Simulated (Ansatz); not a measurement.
Molecule: C₂H₇Si (charge 0, doublet). It need not be the lowest isomer of its formula. 
Geometry from a B3LYP-D3(BJ)/def2-TZVP (Ansatz, a quantum-chemistry and plane-wave program) optimisation:
SMILES: [CH2][SiH2]C
```xyz
10

Si     0.0531     0.5267     0.0378
C     -1.6305    -0.2094     0.1949
C      1.3463    -0.8003    -0.2485
H      0.0600     1.5084    -1.0791
H      0.3902     1.2888     1.2728
H     -1.7953    -1.2679     0.3658
H     -2.5378     0.3835     0.1522
H      1.3560    -1.5162     0.5761
H      1.1454    -1.3490    -1.1706
H      2.3437    -0.3635    -0.3253
```
Charge 0, spin multiplicity 2.

Total electronic energies in hartree. Cores are frozen in the correlated levels unless marked. Open shells are spin-unrestricted. Spin-orbit coupling is left out. Non-relativistic. CBS(X,Y): correlation extrapolated as X^-3; Hartree-Fock from the larger set (for Q and 5 zeta extrapolated as (X+1)exp(-9√X)). The bracket is a focal-point correction in the basis named.

```
level                                                                             program  energy (Eh)
-------------------------------------------------------------------------  --------------  -----------
HF/aug-cc-pV(D+d)Z                                                                 Ansatz   -368.72421
HF/cc-pV(T+d)Z                                                                     Ansatz   -368.75838
RI-HF/aug-cc-pV(T+d)Z                                                              Ansatz   -368.75932
SVWN5/def2-TZVPD                                                                   Ansatz            ?
PBE-D3(BJ)/def2-TZVPD                                                      Ansatz + dftd3   -369.63288
revPBE-D4/def2-TZVPD                                                       Ansatz + dftd4   -369.83470
r2SCAN-D3(BJ)/def2-TZVPD                                                   Ansatz + dftd3   -369.82747
r2SCAN-D4/def2-TZVPD                                                       Ansatz + dftd4   -369.82714
PBE0-D3(BJ)/def2-TZVP                                                      Ansatz + dftd3   -369.68172
PBE0-D3(BJ)/def2-TZVPD                                                     Ansatz + dftd3   -369.68217
PBE0-D4/def2-TZVPD                                                         Ansatz + dftd4   -369.68155
r2SCAN0/def2-TZVPD                                                                 Ansatz   -369.81819
B2PLYP-D3(BJ)/def2-TZVPD                                                   Ansatz + dftd3   -369.69893
MP2/6-31G                                                                          Ansatz   -368.83094
MP2/cc-pwCVTZ                                                                      Ansatz   -369.21742
MP2/cc-pV(Q+d)Z                                                                    Ansatz   -369.24987
RI-MP2/cc-pV(Q+d)Z                                                                 Ansatz   -369.24964
SCS-MP2/cc-pV(5+d)Z                                                                Ansatz   -369.28213
CCSD/6-31G*                                                                        Ansatz   -369.05551
CCSD/aug-cc-pV(D+d)Z                                                               Ansatz   -369.16279
CCSD(T)/6-31G                                                                      Ansatz   -368.87975
RI-MP2/CBS(aug-cc-pV(T+d)Z,aug-cc-pV(Q+d)Z)+[CCSD(T)-MP2]/aug-cc-pV(Q+d)Z          Ansatz    -369.3352
CCSD(T)/CBS(cc-pV(Q+d)Z,cc-pV(5+d)Z)                                               Ansatz    -369.3321
```

### Question
Some entries are withheld; supply them.

### Answer

- SVWN5/def2-TZVPD, energy (Eh): -367.94930
